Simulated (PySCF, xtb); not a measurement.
BH3O, SMILES OB.

Harmonic wavenumbers (cm⁻¹) from GFN2-xTB (xtb 6.7.1) at its own minimum, in rising order: 795, 864, 902, 1088, 1165, 1333, 2538, 2638, 3594.

### Question
What does PBE0-D3(BJ)/def2-TZVP (PySCF 2.14.0) give at its own minimum? (Estimate from the structure and the level; the computed values follow.)

### Answer
783, 884, 1053, 1173, 1183, 1386, 2554, 2657, 3876. Paired by order, the mean absolute difference is 73 cm⁻¹ and the zero-point energies are 21.3 and 22.2 kcal/mol.
